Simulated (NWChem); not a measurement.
All runs are NWChem calculations. System: Ag2, charge 1, spin multiplicity 2, at the geometry of a parent with another charge or spin, in a state set for the comparison that need not be this species' ground state. Its SCF solution wasn't tested for a lower state. Level: ROCCSD(T)/def2-TZVP with def2 effective core potentials on Ag, 8 core orbitals frozen.

The NWChem input:

```
start mol
memory heap 100 mb stack 700 mb global 1900 mb
charge 1
geometry units angstroms nocenter noautoz
  Ag     0.000000     0.000000     1.289320
  Ag     0.000000     0.000000    -1.289320
  symmetry group D2h
end
basis spherical
  * library def2-tzvp
end
ecp
  Ag library def2-ecp
end
scf
  rohf
  nopen 1
  maxiter 100
  thresh 1e-7
  semidirect memsize 60000000 filesize 0
  # guess.movecs holds the orbitals of an unrestricted PBE0 run
  vectors input guess.movecs output mol.movecs
end
tce
  freeze core 8
  ccsd(t)
  2eorb
  2emet 13
  thresh 1e-6
  maxiter 100
  tilesize 24
end
task tce energy
```

NWChem printed:

```
             Northwest Computational Chemistry Package (NWChem) 7.3.0
             --------------------------------------------------------

                                NWChem Input Module
                                -------------------

 Scaling coordinates for geometry "geometry" by  1.889725989
 (inverse scale =  0.529177249)

 Turning off AUTOSYM since
 SYMMETRY directive was detected!

                             Geometry "geometry" -> ""
                             -------------------------

 Output coordinates in angstroms (scale by  1.889725989 to convert to a.u.)

  No.       Tag          Charge          X              Y              Z
 ---- ---------------- ---------- -------------- -------------- --------------
    1 Ag                  47.0000     0.00000000     0.00000000     1.28932000
    2 Ag                  47.0000     0.00000000     0.00000000    -1.28932000

 Effective nuclear repulsion energy (a.u.)     453.3213411102

            Nuclear Dipole moment (a.u.)
            ----------------------------
        X                 Y               Z
 ---------------- ---------------- ----------------
     0.0000000000     0.0000000000     0.0000000000

      Symmetry information
      --------------------

 Group name             D2h
 Group number             26
 Group order               8
 No. of unique centers     1

      Symmetry unique atoms

     1


 Summary of "ao basis" -> "" (spherical)
 ------------------------------------------------------------------------------
       Tag                 Description            Shells   Functions and Types
 ---------------- ------------------------------  ------  ---------------------
 *                         def2-tzvp                  on all atoms

 Summary of "ao basis" -> "ao basis" (spherical)
 ------------------------------------------------------------------------------
       Tag                 Description            Shells   Functions and Types
 ---------------- ------------------------------  ------  ---------------------
 Ag                        def2-tzvp                14       40   6s4p3d1f

                                 NWChem SCF Module
                                 -----------------

  ao basis        = "ao basis"
  functions       =    80
  atoms           =     2
  closed shells   =    18
  open shells     =     1
  charge          =   1.00
  wavefunction    = ROHF
  use symmetry    = T
  symmetry adapt  = T

 Summary of "ao basis" -> "ao basis" (spherical)
 ------------------------------------------------------------------------------
       Tag                 Description            Shells   Functions and Types
 ---------------- ------------------------------  ------  ---------------------
 Ag                        def2-tzvp                14       40   6s4p3d1f

      Symmetry analysis of basis
      --------------------------

        ag         18
        au          4
        b1g         4
        b1u        18
        b2g         9
        b2u         9
        b3g         9
        b3u         9

 Forming initial guess at       0.1s

      Symmetry analysis of molecular orbitals - initial
      -------------------------------------------------

  Numbering of irreducible representations:

     1 ag          2 au          3 b1g         4 b1u         5 b2g
     6 b2u         7 b3g         8 b3u

  Orbital symmetries:

     1 ag          2 b1u         3 ag          4 b1u         5 b2u
     6 b3u         7 b3g         8 b2g         9 ag         10 b3u
    11 b2u        12 ag         13 b1g        14 au         15 b1u
    16 b2g        17 b3g        18 b1u        19 ag         20 b1u
    21 b2u        22 b3u        23 ag         24 b2g        25 b3g
    26 ag         27 b1u        28 b1u        29 b2u

 Starting SCF solution at       0.1s

 ----------------------------------------------
         Quadratically convergent ROHF

 Convergence threshold     :          1.000E-07
 Maximum no. of iterations :          100
 Final Fock-matrix accuracy:          1.000E-09
 ----------------------------------------------

              iter       energy          gnorm     gmax       time
             ----- ------------------- --------- --------- --------
                 1     -292.0064860711  5.17D-01  1.28D-01      0.4
                 2     -292.0280734803  3.56D-01  7.73D-02      0.4
                 3     -292.0331623913  1.14D-02  6.09D-03      0.5
                 4     -292.0332283963  1.29D-04  2.59D-05      0.6
                 5     -292.0332283977  1.26D-08  4.96D-09      0.7

       Final ROHF results
       ------------------

         Total SCF energy =   -292.033228397710
      One-electron energy =   -662.716399705719
      Two-electron energy =    296.600326518161
 Nuclear repulsion energy =     74.082844789847

        Time for solution =      0.6s

       Symmetry analysis of molecular orbitals - final
       -----------------------------------------------

  Numbering of irreducible representations:

     1 ag          2 au          3 b1g         4 b1u         5 b2g
     6 b2u         7 b3g         8 b3u

  Orbital symmetries:

     1 ag          2 b1u         3 ag          4 b2u         5 b3u
     6 b3g         7 b2g         8 b1u         9 ag         10 b2u
    11 b3u        12 b1g        13 ag         14 au         15 b1u
    16 b3g        17 b2g        18 b1u        19 ag         20 b1u
    21 b3u        22 b2u        23 ag         24 b3g        25 b2g
    26 b1u        27 ag         28 b1u        29 b2u

             Final eigenvalues
             -----------------

              1
    1   -4.5549
    2   -4.5542
    3   -3.0157
    4   -3.0090
    5   -3.0090
    6   -3.0085
    7   -3.0085
    8   -3.0080
    9   -0.7743
   10   -0.7559
   11   -0.7559
   12   -0.7359
   13   -0.7359
   14   -0.7292
   15   -0.7292
   16   -0.7153
   17   -0.7153
   18   -0.7024
   19   -0.3337
   20   -0.1503
   21   -0.1090
   22   -0.1090
   23   -0.0824
   24   -0.0427
   25   -0.0427
   26    0.0141
   27    0.0257
   28    0.0825
   29    0.1205

                       ROHF Final Molecular Orbital Analysis
                       -------------------------------------

 Vector   17  Occ=2.000000D+00  E=-7.153409D-01  Symmetry=b2g
              MO Center=  4.0D-16, -5.3D-17, -1.7D-16, r^2= 2.4D+00
   Bfn.  Coefficient  Atom+Function         Bfn.  Coefficient  Atom+Function
  ----- ------------  ---------------      ----- ------------  ---------------
    22      0.471645  1 Ag d  1              62      0.471645  2 Ag d  1
    27      0.274788  1 Ag d  1              67      0.274788  2 Ag d  1

 Vector   18  Occ=2.000000D+00  E=-7.023503D-01  Symmetry=b1u
              MO Center= -2.7D-15,  4.0D-16,  4.3D-13, r^2= 2.4D+00
   Bfn.  Coefficient  Atom+Function         Bfn.  Coefficient  Atom+Function
  ----- ------------  ---------------      ----- ------------  ---------------
    21      0.471627  1 Ag d  0              61     -0.471627  2 Ag d  0
    26      0.274108  1 Ag d  0              66     -0.274108  2 Ag d  0

 Vector   19  Occ=1.000000D+00  E=-3.337060D-01  Symmetry=ag
              MO Center= -2.0D-15,  2.4D-16,  2.6D-14, r^2= 3.1D+00
   Bfn.  Coefficient  Atom+Function         Bfn.  Coefficient  Atom+Function
  ----- ------------  ---------------      ----- ------------  ---------------
     5      0.478975  1 Ag s                 45      0.478975  2 Ag s
     3     -0.253473  1 Ag s                 43     -0.253473  2 Ag s
     4     -0.168467  1 Ag s                 44     -0.168467  2 Ag s

 Vector   20  Occ=0.000000D+00  E=-1.503284D-01  Symmetry=b1u
              MO Center=  3.9D-15,  1.2D-16, -1.5D-15, r^2= 9.2D+00
   Bfn.  Coefficient  Atom+Function         Bfn.  Coefficient  Atom+Function
  ----- ------------  ---------------      ----- ------------  ---------------
     6      0.576881  1 Ag s                 46     -0.576881  2 Ag s
     5      0.283346  1 Ag s                 45     -0.283346  2 Ag s
     3     -0.185721  1 Ag s                 43      0.185721  2 Ag s
    18      0.174988  1 Ag pz                58      0.174988  2 Ag pz

 Vector   21  Occ=0.000000D+00  E=-1.089916D-01  Symmetry=b3u
              MO Center= -5.2D-16,  1.6D-18, -1.2D-16, r^2= 8.6D+00
   Bfn.  Coefficient  Atom+Function         Bfn.  Coefficient  Atom+Function
  ----- ------------  ---------------      ----- ------------  ---------------
    16      0.485006  1 Ag px                56      0.485006  2 Ag px

 Vector   22  Occ=0.000000D+00  E=-1.089916D-01  Symmetry=b2u
              MO Center= -4.2D-17,  1.2D-15,  1.6D-16, r^2= 8.6D+00
   Bfn.  Coefficient  Atom+Function         Bfn.  Coefficient  Atom+Function
  ----- ------------  ---------------      ----- ------------  ---------------
    17      0.485006  1 Ag py                57      0.485006  2 Ag py

 center of mass
 --------------
 x =   0.00000000 y =   0.00000000 z =   0.00000000

 moments of inertia (a.u.)
 ------------------
        1269.250928312063           0.000000000000           0.000000000000
           0.000000000000        1269.250928312063           0.000000000000
           0.000000000000           0.000000000000           0.000000000000

  Mulliken analysis of the total density
  --------------------------------------

    Atom       Charge   Shell Charges
 -----------   ------   -------------------------------------------------------
    1 Ag  19    18.50   0.03 -0.40  1.57  0.79  0.34  0.10  5.19  0.80  0.08  0.02  5.92  3.30  0.77  0.00
    2 Ag  19    18.50   0.03 -0.40  1.57  0.79  0.34  0.10  5.19  0.80  0.08  0.02  5.92  3.30  0.77  0.00

 Mulliken analysis of the open-shell density
 -------------------------------------------

    Atom       Charge   Shell Charges
 -----------   ------   -------------------------------------------------------
    1 Ag  19     0.50   0.00 -0.01  0.02 -0.01  0.32  0.10  0.00 -0.00  0.06  0.02  0.00  0.00  0.00  0.00
    2 Ag  19     0.50   0.00 -0.01  0.02 -0.01  0.32  0.10  0.00 -0.00  0.06  0.02  0.00  0.00  0.00  0.00

       Multipole analysis of the density wrt the origin
       ------------------------------------------------

     L   x y z        total         open         nuclear
     -   - - -        -----         ----         -------
     0   0 0 0      1.000000     -1.000000     38.000000

     1   1 0 0     -0.000000      0.000000      0.000000
     1   0 1 0     -0.000000     -0.000000      0.000000
     1   0 0 1      0.000000     -0.000000      0.000000

     2   2 0 0    -24.969753     -3.539733      0.000000
     2   1 1 0      0.000000      0.000000      0.000000
     2   1 0 1      0.000000      0.000000      0.000000
     2   0 2 0    -24.969753     -3.539733      0.000000
     2   0 1 1      0.000000      0.000000      0.000000
     2   0 0 2    -13.209385     -4.013723    225.581099

                   NWChem Extensible Many-Electron Theory Module
                   ---------------------------------------------


            General Information
            -------------------
      Number of processors :     1
         Wavefunction type : Restricted open-shell Hartree-Fock
          No. of electrons :    37
           Alpha electrons :    19
            Beta electrons :    18
           No. of orbitals :   160
            Alpha orbitals :    80
             Beta orbitals :    80
        Alpha frozen cores :     8
         Beta frozen cores :     8
     Alpha frozen virtuals :     0
      Beta frozen virtuals :     0
         Spin multiplicity : doublet
    Number of AO functions :    80
       Number of AO shells :    28
        Use of symmetry is : on
      Symmetry adaption is : on
         Schwarz screening : 0.10D-09

          Correlation Information
          -----------------------
          Calculation type : Coupled-cluster singles & doubles w/ perturbation
   Perturbative correction : (T)
            Max iterations :      100
        Residual threshold : 0.10D-05
     T(0) DIIS level shift : 0.00D+00
     L(0) DIIS level shift : 0.00D+00
     T(1) DIIS level shift : 0.00D+00
     L(1) DIIS level shift : 0.00D+00
     T(R) DIIS level shift : 0.00D+00
     T(I) DIIS level shift : 0.00D+00
   CC-T/L Amplitude update :  5-th order DIIS
                I/O scheme : Global Array Library
        L-threshold :  0.10D-05
        EOM-threshold :  0.10D-05
 no EOMCCSD initial starts read in
 TCE RESTART OPTIONS
 SLICE:      F
 D4D5:       F
 quantumc:   F
 qrotation:  F
 pwtce:      F
 qducc:      F
 nacto:                         0
 nrotv:                         0
 nrot:                          0

            Memory Information
            ------------------
          Available GA space size is     249024000 doubles
          Available MA space size is     104842004 doubles

 Maximum block size supplied by input
 Maximum block size        24 doubles

 tile_dim =     14

 -------------------------------------------------

 Global array virtual files algorithm will be used

 Parallel file system coherency ......... OK

 4-electron integrals stored in orbital form

 v2    file size   =           700645
 4-index algorithm nr.  13 is used
 imaxsize =       30
 imaxsize ichop =        0


CCSD iterations
 ---------------------------------------------------------
 Iter          Residuum       Correlation     Cpu    Wall
 ---------------------------------------------------------
    1   0.1552858699306  -0.5635375677730     5.2     5.2
    2   0.0236161396440  -0.5294984230013     5.6     5.6
    3   0.0076874485295  -0.5356246465025     8.2     8.2
    4   0.0037658506874  -0.5353185404618     7.3     7.3
    5   0.0020145840840  -0.5356717612327     7.8     7.8
    6   0.0013450747393  -0.5358007441293     7.6     7.6
    7   0.0007983710924  -0.5357801666820     7.5     7.5
    8   0.0004468225111  -0.5357852054161     8.4     8.4
    9   0.0003268527544  -0.5357860722048     6.3     6.3
   10   0.0002064204093  -0.5357934640268     5.2     5.2
   11   0.0000338065059  -0.5358053149855     5.1     5.1
   12   0.0000141809030  -0.5358030859164     5.2     5.2
   13   0.0000084433005  -0.5358036411692     5.2     5.2
   14   0.0000051608794  -0.5358036843956     5.1     5.1
   15   0.0000034680527  -0.5358037321012     5.1     5.1
   16   0.0000012250779  -0.5358038055852     5.1     5.1
   17   0.0000006236900  -0.5358037715110     5.3     5.3
 -----------------------------------------------------------------
 Iterations converged
 CCSD correlation energy / hartree =        -0.535803771511046
 CCSD total energy / hartree       =      -292.569032169221316

 Singles contributions

 Doubles contributions
 CCSD(T)
 Using plain CCSD(T) code
             total no. of tasks        34110
 total no. of tasks / no. procs        34110
                         wl_min            1           1.0
                         wl_max        21952           5.3
        thresh for no. of tasks        34110

 CCSD[T]  correction energy / hartree =        -0.010038722618312
 CCSD[T] correlation energy / hartree =        -0.545842494129358
 CCSD[T] total energy / hartree       =      -292.579070891839649
 CCSD(T)  correction energy / hartree =        -0.009662465084505
 CCSD(T) correlation energy / hartree =        -0.545466236595551
 CCSD(T) total energy / hartree       =      -292.578694634305805

 Task  times  cpu:      134.4s     wall:      134.4s

 Total times  cpu:      134.4s     wall:      134.4s
```
